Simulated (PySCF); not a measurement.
From one molecule to another.

First species: Ethylene sulfate, C2H4O4S.
InChI=1S/C2H4O4S/c3-7(4)5-1-2-6-7/h1-2H2

Second species: C₅H₆ClFO₂.
Cartesian coordinates in Å at the GFN2-xTB level; atoms count from 1:
```xyz
15
C5H6ClFO2 angstrom
O      2.708    0.204   -0.122
C      1.593   -0.201   -0.333
O      1.357   -1.466   -0.717
C      0.358    0.607   -0.217
C      0.513    1.882    0.159
Cl    -0.756    2.989    0.354
C     -0.963   -0.047   -0.492
C     -1.380   -0.961    0.661
F     -1.577   -0.230    1.805
H      2.197   -1.948   -0.784
H      1.498    2.278    0.361
H     -1.725    0.721   -0.630
H     -0.895   -0.657   -1.392
H     -0.606   -1.700    0.885
H     -2.328   -1.461    0.439
```

Levels: PBE0/def2-SVPD for HOMO energy, LUMO energy, HOMO–LUMO gap and static isotropic polarisability; TDDFT PBE0/def2-SVPD for lowest singlet excitation; TDA PBE0/def2-SVPD for lowest triplet excitation (Tamm–Dancoff). Geometries: GFN2-xTB. Each species is one conformer at its optimised geometry, gas phase, non-relativistic unless stated. Electronic properties by PySCF.

The conformers computed, where there is a choice (atom-mapped SMILES and torsion angles):
- `[O:1]=[C:2]([OH:3])/[C:4](=[CH:5]/[Cl:6])[CH2:7][CH2:8][F:9]`: O1–C2–C4–C5 0°, C2–C4–C7–C8 75°, C4–C7–C8–F9 64°, H–O3–C2–O1 0°

The conformers of `O=S1(=O)OCCO1` aren't listed.

Values for the first species:

- HOMO energy: -9.10 eV
- LUMO energy: 0.03 eV
- HOMO–LUMO gap: 9.13 eV
- Lowest singlet excitation: 7.71 eV
- Lowest triplet excitation (Tamm–Dancoff): 7.35 eV
- Static isotropic polarisability: 52.7 au

**Question.** Estimate the same properties for the second species, and the change in each.

**Answer.** 
```csv
property,first,second,second less first
HOMO energy,-9.10 eV,-7.75 eV,+1.35 eV
LUMO energy,0.03 eV,-1.80 eV,-1.83 eV
HOMO–LUMO gap,9.13 eV,5.95 eV,-3.18 eV
lowest singlet excitation,7.71 eV,4.87 eV,-2.84 eV
lowest triplet excitation (Tamm–Dancoff),7.35 eV,3.40 eV,-3.95 eV
static isotropic polarisability,52.7 au,83.8 au,+31.1 au
```

On the first: The principal polarisabilities are 47.5, 49.0 and 61.6 au; their mean is the isotropic value. The polarisability is 7.81 Å³ as a volume (1 au = 0.148185 Å³), or 0.82 au for each of the 64 electrons.

On the second: S1 lies 1.08 eV below the HOMO–LUMO gap; its leading configuration is HOMO−1→LUMO, weight 0.97. The polarisability is 12.41 Å³ as a volume (1 au = 0.148185 Å³), or 1.07 au for each of the 78 electrons.
